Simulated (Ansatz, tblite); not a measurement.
Isomers of Be₅Se₄⁺ (doublet), found by a short tight-binding search and relaxed with r2SCAN-D4/def2-SVP in Ansatz.

The xTB rows come from tblite. B3LYP takes the VWN-RPA correlation. Correlated methods freeze 36 core orbitals; core or outer-core shells of Se are correlated, in sets that lack core-valence functions.

C: At PBE-D4/def2-SVP, PBE-D4/def2-TZVP, r2SCAN-D4/def2-TZVP the gap within one spin of the charge 1 doublet nearly closes, so an electron or hole may be smeared out by delocalisation error.

Other spin states weren't relaxed.

A:

```xyz
9

Be    1.2005    0.9606   -1.2991
Be   -1.3564   -0.9650    0.9691
Be    0.3005    0.5399    1.2091
Be    1.4448   -1.3635   -0.3230
Be   -1.5741    1.1044    0.0986
Se    2.0587   -0.6709   -2.1132
Se    0.6445   -1.5421    1.6034
Se    0.2389    2.3038   -0.0129
Se   -2.9574   -0.3672   -0.1321
```

B:

Cartesian coordinates in Å:
```
Be -0.943 -0.438 -2.293
Be 1.325 1.196 -1.050
Be -1.748 -1.414 0.124
Be -0.814 -0.899 1.905
Be 1.335 0.792 1.983
Se 0.542 0.834 -2.896
Se -2.439 -1.713 -1.802
Se 0.344 -0.178 3.459
Se 2.397 1.819 0.568
```

C:

```xyz
9

Be   -0.123   -0.865    0.277
Be   -4.281    0.818    1.767
Be    2.509   -0.083   -0.066
Be   -2.398    0.683   -0.099
Be    4.111   -1.533   -1.604
Se   -1.704   -0.984   -0.993
Se    3.643    0.415   -1.703
Se   -3.226    2.280    0.890
Se    1.467   -0.731    1.532
```

Problem. Estimate which lies lowest at each level, and how far above it the others are (kcal/mol).

Solution. 
```json
{"level": "GFN1-xTB", "A": "12.3", "B": "0.0", "C": "52.5"}
{"level": "GFN2-xTB", "A": "21.0", "B": "0.0", "C": "31.0"}
{"level": "HF/STO-3G", "A": "0.0", "B": "66.5", "C": "108.8"}
{"level": "HF/def2-TZVP", "A": "0.0", "B": "29.5", "C": "70.1"}
{"level": "PBE-D4/def2-SVP", "A": "0.0", "B": "41.3", "C": "79.4"}
{"level": "PBE-D4/def2-TZVP", "A": "0.0", "B": "42.3", "C": "79.7"}
{"level": "r2SCAN-D4/def2-TZVP", "A": "0.0", "B": "42.9", "C": "78.6"}
{"level": "B3LYP-D4/def2-TZVP", "A": "0.0", "B": "35.4", "C": "75.7"}
{"level": "PBE0-D4/def2-SVP", "A": "0.0", "B": "47.1", "C": "87.0"}
{"level": "PBE0-D4/def2-TZVP", "A": "0.0", "B": "49.0", "C": "87.8"}
{"level": "B2PLYP/def2-TZVP", "A": "0.0", "B": "38.5", "C": "79.7"}
{"level": "RPA@PBE/def2-TZVP", "A": "0.0", "B": "27.5", "C": "52.1"}
{"level": "MP2/def2-TZVP", "A": "0.0", "B": "57.3", "C": "89.9"}
```
Point groups (tolerance 0.1 Å): A Cs, B C2v, C not assigned. Lower isomers may exist. From def2-SVP to def2-TZVP the PBE0 values move by up to 1.9 kcal/mol, so results in the small set are rough.
